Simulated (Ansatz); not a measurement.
H₇O₇Si₂, charge +1, singlet, at a GFN2-xTB geometry; PBE0-DH/STO-3G run with Ansatz (a first-principles code).

Here is a job for Ansatz.
Ansatz 0.2 input:
```yaml
crystal:
  periodic: [false, false, false]
  atoms:
    - {symbol: O, position_ang: [2.32323349, -1.30764203, 0.95404659]}
    - {symbol: Si, position_ang: [1.38334986, -0.65676184, -0.16542089]}
    - {symbol: O, position_ang: [0.34257236, -1.84702792, -0.63738045]}
    - {symbol: O, position_ang: [2.02880251, 0.12333115, -1.40362722]}
    - {symbol: O, position_ang: [0.35210977, 0.44725313, 0.48883484]}
    - {symbol: Si, position_ang: [-1.16765241, 0.89347138, 0.30242568]}
    - {symbol: O, position_ang: [-1.58836525, 1.73026201, -0.98348883]}
    - {symbol: O, position_ang: [-1.88446038, 1.35800113, 1.63817018]}
    - {symbol: O, position_ang: [-1.88532100, -0.67454895, -0.18672301]}
    - {symbol: H, position_ang: [2.93788959, -0.81676794, 1.49357216]}
    - {symbol: H, position_ang: [0.61688563, -2.76141697, -0.57279697]}
    - {symbol: H, position_ang: [2.76468592, -0.17530609, -1.93227143]}
    - {symbol: H, position_ang: [-1.47187982, 2.67111842, -1.09705735]}
    - {symbol: H, position_ang: [-1.67161406, 1.08579689, 2.52953035]}
    - {symbol: H, position_ang: [-2.57896270, -0.65159199, -0.86064290]}
    - {symbol: H, position_ang: [-1.12534106, -1.30279391, -0.43705733]}
basis:
  gaussian:
    orbitals: STO-3G
hamiltonian:
  xc: {name: PBE0-DH}
total_charge: 1
```

Output, abridged:

```
Functional definition: PBE0-DH
806 factors; integrals over basis functions are off by at most 4.1e-5 eV
mean field evaluation 1: about -29781.5638 eV, gradient 4.9e1 eV
mean field evaluation 2: about -29781.6243 eV, gradient 4.9e1 eV
mean field evaluation 4: about -29789.2241 eV, gradient 2.3e0 eV
mean field evaluation 8: about -29789.2363 eV, gradient 3.5e-2 eV
mean field evaluation 16: about -29789.2363 eV, gradient 4.3e-6 eV
mean field -29789.23631460 eV, -1094.7342426920 hartree, gradient 4.3e-6 eV, S^2 0.000000; 0 other end points of the search recorded, 0 dependent functions left out
17 core orbitals not correlated
reference -29789.23633317 eV, -1094.7342433743 hartree; 28, 28 occupied and 15, 15 virtual orbitals, 806 factors
second order -11.74386467 eV of doubles, -0.00000000 eV of singles
Total energy: -29790.70431625 eV, -1094.7881907576 hartree
```
